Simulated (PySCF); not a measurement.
This PySCF input asks for the NMR shieldings of `CCc1nnccc1C(F)(F)F`, C7H7F3N2; the geometry comes from GFN2-xTB.

```python
import basis_set_exchange as bse
import numpy as np
from pyscf import gto, dft
from pyscf.prop import nmr

atoms = """
C    -2.293555   -0.105841   -0.925666
C    -1.618961   -0.231011    0.444536
C    -0.181001   -0.603148    0.273193
N     0.055630   -1.895411    0.095280
N     1.245720   -2.354288   -0.109700
C     2.283380   -1.543188   -0.145848
C     2.158702   -0.167530    0.039037
C     0.881549    0.319555    0.253900
C     0.660493    1.792069    0.477967
F     1.795485    2.498990    0.389029
F    -0.188904    2.329296   -0.412440
F     0.150979    2.050720    1.695382
H    -2.185213   -1.034982   -1.478895
H    -3.351240    0.102908   -0.793392
H    -1.851306    0.702487   -1.502972
H    -2.104046   -1.031262    1.004651
H    -1.725243    0.702415    0.995645
H     3.240870   -2.008906   -0.324543
H     3.016858    0.486378    0.017376
"""
names = dict.fromkeys(["C", "N", "F", "H"], "pcSseg-1")
basis = {el: gto.basis.parse(bse.get_basis(n, elements=[el], fmt="nwchem")) for el, n in names.items()}
mol = gto.M(atom=atoms, basis=basis, charge=0, verbose=0)
mf = dft.RKS(mol, xc="PBE0")
mf.grids.level = 2
mf.grids.alignment = dft.numint.BLKSIZE   # the property module wants whole blocks of grid points
mf.conv_tol = 1e-9
mf.kernel()

calc = nmr.RKS(mf)   # GIAO
C = mf.mo_coeff
Co = C[:, mf.mo_occ > 0]
resp = mf.gen_response(singlet=True, hermi=2)
def vind(x):   # induced exchange potential for any number of trial vectors
    d = np.einsum("pi,xij,qj->xpq", C, 2 * x.reshape(-1, C.shape[1], Co.shape[1]), Co, optimize=True)
    return np.einsum("xpq,pi,qj->xij", resp(d - d.transpose(0, 2, 1)), C, Co, optimize=True).ravel()
mo1, _ = nmr.rhf.solve_mo1(calc, with_cphf=vind)
sigma = calc.kernel(mo1)
for i, s in enumerate(sigma):   # ppm
    print("%2d %-2s %9.2f" % (i, mol.atom_pure_symbol(i), np.trace(s) / 3))
```

Question: What does it print?

Answer: 
```
 0 C     167.53
 1 C     154.14
 2 C      18.97
 3 N    -203.44
 4 N    -219.35
 5 C      33.32
 6 C      60.91
 7 C      56.13
 8 C      53.31
 9 F     264.87
10 F     243.09
11 F     242.49
12 H      30.16
13 H      30.18
14 H      30.33
15 H      28.10
16 H      28.29
17 H      21.98
18 H      24.10
```

These numbers come from an equivalent density-fitted implementation of the same equations, which agrees with the script to about 0.01 ppm for H and up to a few tenths of a ppm for heavy atoms, so last digits may differ.

Question: Turn these shieldings into chemical shifts. Referencing at the same level of theory: 13C (σ = 186.93 ppm) and 1H (σ = 31.72 ppm) against TMS; NH3 for 15N (σ = 267.73 ppm); CFCl3 for 19F (σ = 170.95 ppm).

Answer: Averaging equivalent atoms: C 2: 168.0; C 5: 153.6; C 8: 133.6; C 7: 130.8; C 6: 126.0; C 1: 32.8; C 0: 19.4; N 4: 487.1; N 3: 471.2; F 9/10/11: -79.2; H 17: 9.73; H 18: 7.61; H 15/16: 3.52; H 12/13/14: 1.49 ppm. Unscaled 19F shifts against computed CFCl3 carry errors that often reach 10 to 50 ppm. Experimental scales use liquid or dissolved standards, which lie at an offset from isolated NH3 (liquid NH3: subtract about 20 ppm). Unscaled 15N shifts of sp2 nitrogen come out 20 to 40 ppm too high even then.

Size and cost of the density-fitted run: 239 basis functions, 54 s wall time on 1 thread of an Arm Neoverse V2, shared host; peak memory 1.1 GiB.
